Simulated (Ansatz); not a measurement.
Calculated with Ansatz (gas phase, PBE0-D4/def2-TZVP geometries, no zero-point term in ΔE). CCSD(T)/CBS adds triple-zeta CCSD(T) − MP2 to the extrapolated MP2 energy (def2 sets, frozen cores). This one scheme is used for every species. Functionals use def2-TZVPP. B3LYP here is the variant with VWN-RPA as its local correlation; programs differ in this. For Zn outer-core shells are correlated without core-valence functions, which leaves a few kJ/mol of doubt a bond. Scalar relativity is left out up to krypton. Each species was taken in one conformer, which may not be the lowest.

`C#[C][ZnH]` + `OCF` → `FC[O][ZnH]` + acetylene  (ligand exchange at a Zn–C bond)

(1) Is it downhill or uphill in electronic energy at CCSD(T)/CBS, and by how much? (An estimate is asked.)

(2) What do these levels give: r2SCAN-D4, PBE0-D4, B2PLYP, PBE, r2SCAN, PBE0, B3LYP, HF/def2-TZVPP, HF/def2-QZVPP, SCS-MP2/def2-QZVPP, HF/CBS(def2), CCSD/CBS(def2)? (Estimate.)

Largest T1 diagnostic among the species: 0.016.

## Answers

(1) Computed: Downhill: ΔE = -18.1 kJ/mol.

(2) Computed: r2SCAN-D4 -16.2, PBE0-D4 -8.1, B2PLYP -13.9, PBE -9.5, r2SCAN -15.9, PBE0 -7.2, B3LYP -13.8, HF/def2-TZVPP -13.0, HF/def2-QZVPP -16.6, SCS-MP2/def2-QZVPP -15.8, HF/CBS(def2) -17.1, CCSD/CBS(def2) -18.7 kJ/mol.
